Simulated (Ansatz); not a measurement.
The cluster Be₄Te₄. Total charge 0; triplet. Geometry B3LYP-D4/def2-SVP, that of the neutral singlet; atoms count from 1.

Cartesian coordinates in Å:
```
Be 0.932 1.171 0.382
Be -1.462 0.498 -0.041
Be 0.131 -1.126 1.049
Be 0.398 -0.542 -1.390
Te 2.300 -0.783 0.064
Te -0.207 1.773 -1.651
Te -1.467 -1.843 -0.602
Te -0.627 0.853 2.188
```

In the def2 sets Te takes a core potential; there is no spin–orbit coupling. At PBE0-D4/def2-TZVP a singlet of charge 0 lies 2.18 eV below the triplet at the same geometry. The structure comes from a short search, and lower isomers may exist.

Question: Estimate the Mulliken populations from the PBE0/def2-TZVP orbitals of Ansatz.

Answer: 
```tsv
atom	charge (e)	spin (α − β)
Be1	0.05	0.28
Be2	0.05	0.28
Be3	0.05	0.28
Be4	0.05	0.28
Te5	-0.05	0.22
Te6	-0.05	0.22
Te7	-0.05	0.22
Te8	-0.05	0.22
```
Mulliken values depend strongly on the basis.

Question: Where does the spin sit?

Answer: Summed by element: Be 1.13, Te 0.87, of 2 unpaired in all. Largest on single atoms: Be1 0.28, Be2 0.28, Be3 0.28.

Question: And the Mayer bond orders between heavy atoms (over 0.3)?

Answer: Be1–Te5 0.73 (2.41 Å); Be1–Te6 0.82 (2.41 Å); Be1–Te8 0.73 (2.41 Å); Be2–Te6 0.73 (2.41 Å); Be2–Te7 0.73 (2.41 Å); Be2–Te8 0.82 (2.41 Å); Be3–Te5 0.73 (2.41 Å); Be3–Te7 0.82 (2.41 Å); Be3–Te8 0.73 (2.41 Å); Be4–Te5 0.82 (2.41 Å); Be4–Te6 0.73 (2.41 Å); Be4–Te7 0.73 (2.41 Å).
